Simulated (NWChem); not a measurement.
System: Si2N2H8O; SMILES N[SiH](O[SiH3])N

```xyz
13

N      1.1679    -1.7910     0.5283
Si     0.0183    -0.9638    -0.4471
N     -1.4948    -1.1762     0.3573
O      0.1959     0.6796    -0.6405
Si     0.0678     2.0819     0.2244
H      1.2169    -1.6200     1.5256
H      2.0724    -2.0414     0.1486
H      0.1938    -1.5090    -1.8147
H     -1.7637    -2.1041     0.6616
H     -2.3023    -0.6394     0.0650
H     -1.3495     2.5316     0.3108
H      0.5931     1.9278     1.6104
H      0.8545     3.1364    -0.4658
```
Atoms are numbered in this order, from 1.

Computed with NWChem. Pople sets run with spherical d functions. Geometry: optimised at B3LYP/6-31G* (spherical d). Ions are spin-unrestricted doublets at the neutral geometry; other ion states weren't tried. Functional: LC-ωPBE (HJS hole) with 6-31G*; rows give the range parameter ω in 1/bohr.

For range parameter (1/bohr) 0.80:

```
Property       Value
-------------  -----
−ε(HOMO) (eV)  11.45
```

How do the values read with range parameter (1/bohr) 0.40 instead?


- −ε(HOMO) (eV) = 10.08
